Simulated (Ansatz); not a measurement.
Li₁₁: single points at one geometry.

```yaml
crystal:
  periodic: [false, false, false]
  atoms:
    - {symbol: Li, position_ang: [1.771077, 0.188523, 2.584629]}
    - {symbol: Li, position_ang: [0.330734, -4.093347, -0.208325]}
    - {symbol: Li, position_ang: [4.228000, 1.101808, 1.172191]}
    - {symbol: Li, position_ang: [4.496967, -0.899664, -1.015862]}
    - {symbol: Li, position_ang: [1.372082, -3.214160, 2.437287]}
    - {symbol: Li, position_ang: [3.303342, -3.984965, -0.113326]}
    - {symbol: Li, position_ang: [1.840546, 0.983932, -0.599661]}
    - {symbol: Li, position_ang: [-0.471231, -1.308143, 0.465281]}
    - {symbol: Li, position_ang: [1.459641, -2.078780, -2.084965]}
    - {symbol: Li, position_ang: [2.265904, -1.513517, 0.477173]}
    - {symbol: Li, position_ang: [4.429437, -1.694285, 2.169978]}
basis:
  gaussian: {orbitals: def2-TZVP, initial_orbitals: start.molden}
magnetization: {spin_polarized: true, initial_magnetization: 3}
hamiltonian: {xc: {name: PBE-QIDH}}
scf: {omitted_lower_state_checks: [starts]}
```

The file start.molden holds the orbitals of an earlier run on this structure, at another level or in another basis.

```sh
$ ansatz run in.yaml --threads 4 --pin off --events-out ev --progress --plain --max-ram 3916MiB
```

It prints (some lines left out):

```
Functional definition: PBE-QIDH
1667 factors; integrals over basis functions are off by at most 1.6e-4 eV
mean field evaluation 1: about -2240.6525 eV, gradient 9.7e0 eV
mean field evaluation 2: about -2240.8341 eV, gradient 2.9e-1 eV
mean field evaluation 4: about -2241.0010 eV, gradient 3.3e-2 eV
mean field evaluation 8: about -2241.0014 eV, gradient 1.6e-6 eV
mean field -2241.00139344 eV, -82.3552822036 hartree, gradient 5.2e-6 eV, S^2 4.043956; 0 other end points of the search recorded, 0 dependent functions left out
reference -2241.00141111 eV, -82.3552828529 hartree; 18, 15 occupied and 136, 139 virtual orbitals, 1667 factors
second order -14.60622275 eV of doubles, -0.00000000 eV of singles
Total energy: -2245.87015202 eV, -82.5342057814 hartree
Checks for a lower state left out: starts
```

It took 9.5 s on 4 threads of Arm Neoverse V2 on a shared host.

As the first input, with `hamiltonian: {xc: hf}`, `output: {orbitals: {seedname: orbitals}}` (abridged; 4.8 s):

```
Functional definition: HF
mean field evaluation 16: about -2229.0907 eV, gradient 9.7e-6 eV
mean field -2229.09069969 eV, -81.9175722816 hartree, gradient 9.7e-6 eV, S^2 4.456954
Total energy: -2229.09069969 eV, -81.9175722816 hartree
Checks for a lower state left out: starts
```

First input, but with `hamiltonian: {xc: {text: "exchange = 0.90*pbe_x + 0.10*exact_x\ncorrelation = pbe_c"}}`, `output: {orbitals: {seedname: orbitals}}` (abridged; 4.7 s):

```
Functional definition: unnamed
mean field -2244.88538722 eV, -82.4980163425 hartree, gradient 5.9e-6 eV, S^2 3.835040
Total energy: -2244.88543939 eV, -82.4980182598 hartree
Checks for a lower state left out: starts
```

The first input with `hamiltonian: {xc: {text: "exchange = 0.50*pbe_x + 0.50*exact_x\ncorrelation = pbe_c"}}`, `output: {orbitals: {seedname: orbitals}}` (abridged; 12 s):

```
Functional definition: unnamed
mean field -2246.84270710 eV, -82.5699465211 hartree, gradient 1.1e-5 eV, S^2 3.919659
Total energy: -2246.84273636 eV, -82.5699475966 hartree
Checks for a lower state left out: starts
```

As the first input, with `hamiltonian: {xc: {text: "exchange = 0.85*pbe_x + 0.15*exact_x\ncorrelation = pbe_c"}}`, `output: {orbitals: {seedname: orbitals}}` (abridged; 4.3 s):

```
Functional definition: unnamed
mean field -2245.11096118 eV, -82.5063060326 hartree, gradient 1.9e-5 eV, S^2 3.844795
Total energy: -2245.11101051 eV, -82.5063078452 hartree
Checks for a lower state left out: starts
```

The first input with `gaussian: {orbitals: 6-31G}`, `hamiltonian: {xc: hf}`, `output: {orbitals: {seedname: orbitals}}` (abridged; 5.5 s):

```
Functional definition: HF
mean field evaluation 16: about -2228.5237 eV, gradient 5.1e-4 eV
mean field evaluation 32: about -2228.5236 eV, gradient 3.7e-3 eV
mean field evaluation 64: about -2228.5220 eV, gradient 1.0e-1 eV
mean field -2228.52946849 eV, -81.8969474154 hartree, gradient 5.9e-6 eV, S^2 4.450769
Total energy: -2228.52946849 eV, -81.8969474154 hartree
Checks for a lower state left out: starts
```

First input, but with `hamiltonian: {xc: {name: LC-wPBE}}`, `output: {orbitals: {seedname: orbitals}}` (abridged; 18 s):

```
Functional definition: LC-wPBE
mean field evaluation 16: about -2246.2763 eV, gradient 7.0e-5 eV
mean field -2246.27630042 eV, -82.5491314598 hartree, gradient 8.0e-6 eV, S^2 4.023824
Total energy: -2246.27630043 eV, -82.5491314600 hartree
Checks for a lower state left out: starts
```

Geometry: PBE0/def2-SVP.

LC-ωPBE has ω = 0.4 bohr⁻¹. Correlated methods freeze no core orbitals; core or outer-core shells of Li are correlated, in sets that lack core-valence functions. At PBE-QIDH/def2-TZVP, HF/def2-TZVP, PBE with 50 % exact exchange/def2-TZVP, HF/6-31G and others the charge 0 quartet is spin-contaminated (final ⟨S²⟩ up to 4.46, 3.75 for a pure state). The order of the spin states hangs on the level: the doublet lies 0.05 eV below the quartet at PBE with 50 % exact exchange/def2-TZVP, but 0.03 eV above it at PBE-QIDH/def2-TZVP. The doublet is doubtful at PBE with 50 % exact exchange/def2-TZVP (⟨S²⟩ 1.19, where a pure state has 0.75). The quartet is doubtful at PBE-QIDH/def2-TZVP (⟨S²⟩ 4.04, where a pure state has 3.75). The doublet is doubtful at PBE-QIDH/def2-TZVP (⟨S²⟩ 1.50, where a pure state has 0.75). The structure comes from a short search, and lower isomers may exist.
